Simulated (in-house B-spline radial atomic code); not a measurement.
Configurations of O III (O2+), with energies counted from [He] 2s2 2p2. All numbers are computed (non-relativistic TPSSh, spin-polarised, spherical fractional occupations, exact exchange averaged over the configuration; point nucleus) with a radial B-spline atomic code at the basis-set limit, not measured. Shells without spins written out take the highest spin.

Occupations are held fixed; configurations that lie above the ionisation limit could autoionise.

```
   configuration  E - E(ref) (eV)  highest orbital  its <r> (bohr)
[He] 2s1 2p2 3s1           41.702            3s up           2.857
[He] 2s1 2p2 3d1           48.961            3d up           3.119
```

Question: Order these further configurations by energy, lowest first.
A. [He] 2s1 2p3
B. [He] 2s2 2p1 3s1
C. [He] 2s2 2p1 3d1

Answer: A (7.2526 eV), B (33.757 eV), C (41.059 eV).
